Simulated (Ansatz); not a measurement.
```yaml
crystal:
  periodic: [false, false, false]
  atoms:
    - {symbol: C, position_ang: [-0.951704, 1.637046, -0.204395]}
    - {symbol: Ge, position_ang: [-0.189293, -0.164843, -0.798003]}
    - {symbol: Si, position_ang: [1.266377, -1.293307, 0.895738]}
    - {symbol: Cl, position_ang: [-1.976074, -1.559491, -1.096316]}
    - {symbol: H, position_ang: [-1.510190, 1.516197, 0.787216]}
    - {symbol: H, position_ang: [-1.678233, 2.027192, -0.998353]}
    - {symbol: H, position_ang: [-0.102886, 2.395149, -0.067313]}
    - {symbol: H, position_ang: [0.506334, -0.047852, -2.254340]}
    - {symbol: H, position_ang: [0.469551, -1.444586, 2.228182]}
    - {symbol: H, position_ang: [2.540840, -0.427627, 1.157001]}
    - {symbol: H, position_ang: [1.693844, -2.697833, 0.372318]}
basis:
  gaussian: {orbitals: def2-SVP}
magnetization: {spin_polarized: true, initial_magnetization: 2}
hamiltonian: {xc: {name: HSE06}, dispersion: d3bjatm, pseudopotentials: {relativity: scalar}}
charge: 1
```

```sh
$ ansatz run in.yaml --threads 4 --pin off --events-out ev --progress --plain --max-ram 10444MiB
```

Question: How does Ansatz answer? (Best estimate.)

Answer: Computed: The input was rejected before any iteration.
```
Error: YAML parse error: error: line 19 column 1: unknown field `charge`, expected one of crystal, accuracy, basis, kpoints, hamiltonian, magnetization, projection, total_charge, correlation, batch, efield, external_charges, scf, relax, neb, saddle, md, ramp, phonons, dielectric, real_time, elastic, magnetic_configurations, gw, evaluate, workflow, output, checkpoint, execution
17 | magnetization: {spin_polarized: true, initial_magnetization: 2}
18 | hamiltonian: {xc: {name: HSE06}, dispersion: d3bjatm, pseudopoten…
19 | charge: 1
```

HSE06 is defined as in plane-wave codes.
